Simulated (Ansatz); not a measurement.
Ansatz (a program for electronic structure) input (B3LYP-D3(BJ)/def2-TZVP):

Ansatz 0.2 input:
```yaml
crystal:
  periodic: [false, false, false]
  atoms:
    - {symbol: C, position_ang: [-1.69516983, -0.80157911, -0.33139044]}
    - {symbol: C, position_ang: [-0.47561349, 0.00810272, -0.06309609]}
    - {symbol: C, position_ang: [-0.47068809, 1.45301965, -0.41825208]}
    - {symbol: C, position_ang: [0.81948685, -0.70535522, 0.08989597]}
    - {symbol: O, position_ang: [1.73869681, 0.08645184, 0.84513256]}
    - {symbol: H, position_ang: [-2.60064722, -0.26516685, -0.03614822]}
    - {symbol: H, position_ang: [-1.67555779, -1.75791631, 0.19622980]}
    - {symbol: H, position_ang: [-1.80966094, -1.03087530, -1.40384830]}
    - {symbol: H, position_ang: [-0.38915510, 1.59724945, -1.50894542]}
    - {symbol: H, position_ang: [0.36931258, 1.97223319, 0.04085937]}
    - {symbol: H, position_ang: [-1.39916548, 1.94000292, -0.11021969]}
    - {symbol: H, position_ang: [0.65231241, -1.67533249, 0.57625570]}
    - {symbol: H, position_ang: [1.25300964, -0.91975743, -0.90657597]}
    - {symbol: H, position_ang: [2.62188484, -0.27717995, 0.72838816]}
basis:
  gaussian:
    orbitals: def2-TZVP
hamiltonian:
  xc: b3lyp
  dispersion: d3bj
magnetization: {spin_polarized: true, initial_magnetization: 1}
phonons: {temperatures: {t_min: 298.15, t_max: 298.15, t_step: 100}}
```

Output:

```
Functional definition: B3LYP
integrals: 0.12 GiB planned
1267 factors; their error is unknown
0.31 GiB of the device are held for the grids
1.02 GiB of device memory are held for the factors and their scratch space
mean field: 1.21 GiB planned
mean field evaluation 1: about -6329.9793 eV, gradient 5.5e1 eV
mean field evaluation 2: about -6318.2637 eV, gradient 7.4e1 eV
mean field evaluation 4: about -6343.0426 eV, gradient 4.2e0 eV
mean field evaluation 8: about -6343.1107 eV, gradient 6.7e-2 eV
mean field evaluation 16: about -6343.0883 eV, gradient 4.1e-4 eV
mean field -6343.08829195 eV, -233.1041952294 hartree, gradient 7.4e-5 eV, S^2 0.754174; 0 other end points of the search recorded, 0 dependent functions left out
the calculation of the forces begins
reference -6343.08858821 eV, -233.1042061169 hartree; 21, 20 occupied and 188, 189 virtual orbitals, 1267 factors
these checks for a lower state are left out or cut short: stability, starts, cluster_reference, orbital_swaps, neighbouring_geometries, increment
integrals: 0.12 GiB planned
1267 factors; their error is unknown
0.31 GiB of the device are held for the grids
1.02 GiB of device memory are held for the factors and their scratch space
mean field: 1.21 GiB planned
mean field -6343.08808637 eV, -233.1041876746 hartree, gradient 1.8e-6 eV, S^2 0.754172; 0 other end points of the search recorded, 0 dependent functions left out
the calculation of the forces begins
reference -6343.08838269 eV, -233.1041985642 hartree; 21, 20 occupied and 188, 189 virtual orbitals, 1267 factors
these checks for a lower state are left out or cut short: stability, starts, cluster_reference, orbital_swaps, neighbouring_geometries, increment
integrals: 0.12 GiB planned
1267 factors; their error is unknown
0.31 GiB of the device are held for the grids
1.02 GiB of device memory are held for the factors and their scratch space
mean field: 1.21 GiB planned
mean field evaluation 32: about -6343.0882 eV, gradient 1.8e-6 eV
mean field -6343.08819080 eV, -233.1041915124 hartree, gradient 1.8e-6 eV, S^2 0.754176; 0 other end points of the search recorded, 0 dependent functions left out
the calculation of the forces begins
reference -6343.08848701 eV, -233.1042023978 hartree; 21, 20 occupied and 188, 189 virtual orbitals, 1267 factors
these checks for a lower state are left out or cut short: stability, starts, cluster_reference, orbital_swaps, neighbouring_geometries, increment
integrals: 0.12 GiB planned
1267 factors; their error is unknown
0.31 GiB of the device are held for the grids
1.02 GiB of device memory are held for the factors and their scratch space
mean field: 1.21 GiB planned
mean field -6343.08809621 eV, -233.1041880361 hartree, gradient 1.8e-6 eV, S^2 0.754173; 0 other end points of the search recorded, 0 dependent functions left out
the calculation of the forces begins
reference -6343.08839249 eV, -233.1041989242 hartree; 21, 20 occupied and 188, 189 virtual orbitals, 1267 factors
these checks for a lower state are left out or cut short: stability, starts, cluster_reference, orbital_swaps, neighbouring_geometries, increment
integrals: 0.12 GiB planned
1267 factors; their error is unknown
0.31 GiB of the device are held for the grids
1.02 GiB of device memory are held for the factors and their scratch space
mean field: 1.21 GiB planned
mean field -6343.08815907 eV, -233.1041903462 hartree, gradient 1.8e-6 eV, S^2 0.754175; 0 other end points of the search recorded, 0 dependent functions left out
[...]
mean field: 1.21 GiB planned
mean field -6343.08823060 eV, -233.1041929750 hartree, gradient 1.8e-6 eV, S^2 0.754172; 0 other end points of the search recorded, 0 dependent functions left out
the calculation of the forces begins
reference -6343.08852685 eV, -233.1042038619 hartree; 21, 20 occupied and 188, 189 virtual orbitals, 1267 factors
these checks for a lower state are left out or cut short: stability, starts, cluster_reference, orbital_swaps, neighbouring_geometries, increment
integrals: 0.12 GiB planned
1267 factors; their error is unknown
0.31 GiB of the device are held for the grids
1.02 GiB of device memory are held for the factors and their scratch space
mean field: 1.21 GiB planned
mean field -6343.08825378 eV, -233.1041938268 hartree, gradient 1.8e-6 eV, S^2 0.754173; 0 other end points of the search recorded, 0 dependent functions left out
the calculation of the forces begins
reference -6343.08855002 eV, -233.1042047133 hartree; 21, 20 occupied and 188, 189 virtual orbitals, 1267 factors
these checks for a lower state are left out or cut short: stability, starts, cluster_reference, orbital_swaps, neighbouring_geometries, increment
integrals: 0.12 GiB planned
1267 factors; their error is unknown
0.31 GiB of the device are held for the grids
1.02 GiB of device memory are held for the factors and their scratch space
mean field: 1.21 GiB planned
mean field evaluation 544: about -6343.1077 eV, gradient 4.2e-1 eV
mean field -6343.08829462 eV, -233.1041953275 hartree, gradient 1.8e-6 eV, S^2 0.754174; 0 other end points of the search recorded, 0 dependent functions left out
the calculation of the forces begins
reference -6343.08859091 eV, -233.1042062159 hartree; 21, 20 occupied and 188, 189 virtual orbitals, 1267 factors
these checks for a lower state are left out or cut short: stability, starts, cluster_reference, orbital_swaps, neighbouring_geometries, increment
integrals: 0.12 GiB planned
1267 factors; their error is unknown
0.31 GiB of the device are held for the grids
1.02 GiB of device memory are held for the factors and their scratch space
mean field: 1.21 GiB planned
mean field -6343.08820815 eV, -233.1041921498 hartree, gradient 1.8e-6 eV, S^2 0.754171; 0 other end points of the search recorded, 0 dependent functions left out
the calculation of the forces begins
reference -6343.08850444 eV, -233.1042030385 hartree; 21, 20 occupied and 188, 189 virtual orbitals, 1267 factors
these checks for a lower state are left out or cut short: stability, starts, cluster_reference, orbital_swaps, neighbouring_geometries, increment
integrals: 0.12 GiB planned
1267 factors; their error is unknown
0.31 GiB of the device are held for the grids
1.02 GiB of device memory are held for the factors and their scratch space
mean field: 1.21 GiB planned
mean field -6343.08822645 eV, -233.1041928225 hartree, gradient 1.8e-6 eV, S^2 0.754178; 0 other end points of the search recorded, 0 dependent functions left out
the calculation of the forces begins
reference -6343.08852268 eV, -233.1042037087 hartree; 21, 20 occupied and 188, 189 virtual orbitals, 1267 factors
these checks for a lower state are left out or cut short: stability, starts, cluster_reference, orbital_swaps, neighbouring_geometries, increment
integrals: 0.12 GiB planned
1267 factors; their error is unknown
0.31 GiB of the device are held for the grids
1.02 GiB of device memory are held for the factors and their scratch space
mean field: 1.21 GiB planned
mean field -6343.08818211 eV, -233.1041911928 hartree, gradient 1.8e-6 eV, S^2 0.754175; 0 other end points of the search recorded, 0 dependent functions left out
the calculation of the forces begins
reference -6343.08847837 eV, -233.1042020803 hartree; 21, 20 occupied and 188, 189 virtual orbitals, 1267 factors
these checks for a lower state are left out or cut short: stability, starts, cluster_reference, orbital_swaps, neighbouring_geometries, increment
integrals: 0.12 GiB planned
1267 factors; their error is unknown
0.31 GiB of the device are held for the grids
1.02 GiB of device memory are held for the factors and their scratch space
mean field: 1.21 GiB planned
mean field evaluation 576: about -6343.0881 eV, gradient 6.3e-3 eV
mean field -6343.08812643 eV, -233.1041891468 hartree, gradient 1.8e-6 eV, S^2 0.754173; 0 other end points of the search recorded, 0 dependent functions left out
the calculation of the forces begins
reference -6343.08842269 eV, -233.1042000342 hartree; 21, 20 occupied and 188, 189 virtual orbitals, 1267 factors
these checks for a lower state are left out or cut short: stability, starts, cluster_reference, orbital_swaps, neighbouring_geometries, increment
integrals: 0.12 GiB planned
1267 factors; their error is unknown
0.31 GiB of the device are held for the grids
1.02 GiB of device memory are held for the factors and their scratch space
mean field: 1.21 GiB planned
mean field -6343.08825951 eV, -233.1041940374 hartree, gradient 1.8e-6 eV, S^2 0.754174; 0 other end points of the search recorded, 0 dependent functions left out
the calculation of the forces begins
reference -6343.08855579 eV, -233.1042049255 hartree; 21, 20 occupied and 188, 189 virtual orbitals, 1267 factors
these checks for a lower state are left out or cut short: stability, starts, cluster_reference, orbital_swaps, neighbouring_geometries, increment
integrals: 0.12 GiB planned
1267 factors; their error is unknown
0.31 GiB of the device are held for the grids
1.02 GiB of device memory are held for the factors and their scratch space
mean field: 1.21 GiB planned
mean field -6343.08826589 eV, -233.1041942716 hartree, gradient 1.8e-6 eV, S^2 0.754174; 0 other end points of the search recorded, 0 dependent functions left out
the calculation of the forces begins
reference -6343.08856213 eV, -233.1042051584 hartree; 21, 20 occupied and 188, 189 virtual orbitals, 1267 factors
these checks for a lower state are left out or cut short: stability, starts, cluster_reference, orbital_swaps, neighbouring_geometries, increment
integrals: 0.12 GiB planned
1267 factors; their error is unknown
0.31 GiB of the device are held for the grids
1.02 GiB of device memory are held for the factors and their scratch space
mean field: 1.21 GiB planned
mean field -6343.08829454 eV, -233.1041953247 hartree, gradient 1.8e-6 eV, S^2 0.754174; 0 other end points of the search recorded, 0 dependent functions left out
the calculation of the forces begins
reference -6343.08859082 eV, -233.1042062127 hartree; 21, 20 occupied and 188, 189 virtual orbitals, 1267 factors
these checks for a lower state are left out or cut short: stability, starts, cluster_reference, orbital_swaps, neighbouring_geometries, increment
integrals: 0.12 GiB planned
1267 factors; their error is unknown
0.31 GiB of the device are held for the grids
1.02 GiB of device memory are held for the factors and their scratch space
mean field: 1.21 GiB planned
mean field -6343.08827267 eV, -233.1041945210 hartree, gradient 1.8e-6 eV, S^2 0.754174; 0 other end points of the search recorded, 0 dependent functions left out
the calculation of the forces begins
reference -6343.08856892 eV, -233.1042054078 hartree; 21, 20 occupied and 188, 189 virtual orbitals, 1267 factors
Total energy: -6343.52029741 eV, -233.1200711372 hartree
Atom 0 at    -1.695170    -0.801579    -0.331390 Å, force     0.000503     0.000152    -0.000630 eV/Å
Atom 1 at    -0.475613     0.008103    -0.063096 Å, force     0.000521     0.000717     0.001898 eV/Å
Atom 2 at    -0.470688     1.453020    -0.418252 Å, force    -0.000049     0.000169    -0.000609 eV/Å
Atom 3 at     0.819487    -0.705355     0.089896 Å, force    -0.001180    -0.000695    -0.001215 eV/Å
Atom 4 at     1.738697     0.086452     0.845133 Å, force     0.001531    -0.000268     0.000037 eV/Å
Atom 5 at    -2.600647    -0.265167    -0.036148 Å, force     0.000181     0.000089     0.000064 eV/Å
Atom 6 at    -1.675558    -1.757916     0.196230 Å, force     0.000096    -0.000061     0.000073 eV/Å
Atom 7 at    -1.809661    -1.030875    -1.403848 Å, force    -0.000055    -0.000248    -0.000150 eV/Å
Atom 8 at    -0.389155     1.597249    -1.508945 Å, force     0.000047     0.000253     0.000122 eV/Å
Atom 9 at     0.369313     1.972233     0.040859 Å, force    -0.000284    -0.000424    -0.000203 eV/Å
Atom 10 at    -1.399165     1.940003    -0.110220 Å, force    -0.000227     0.000077     0.000126 eV/Å
Atom 11 at     0.652312    -1.675332     0.576256 Å, force     0.000220    -0.000042     0.000209 eV/Å
Atom 12 at     1.253010    -0.919757    -0.906576 Å, force     0.000217    -0.000225     0.000152 eV/Å
Atom 13 at     2.621885    -0.277180     0.728388 Å, force    -0.001521     0.000506     0.000126 eV/Å
Dipole moment:     0.086012    -0.240555    -0.218995 e Å
Vibrations: 67.34 118.65 125.32 227.03 245.57 301.28 366.57 499.00 772.25 925.10 943.53 978.24 1002.53 1050.93 1069.11 1206.62 1231.85 1293.91 1327.41 1395.38 1409.86 1446.16 1467.94 1472.34 1486.60 1492.06 1497.27 2861.14 2924.56 2931.66 2981.45 3036.21 3049.04 3081.81 3116.48 3813.28 cm⁻¹, zero-point energy 3.298937 eV
```

It need not be the lowest isomer of its formula.
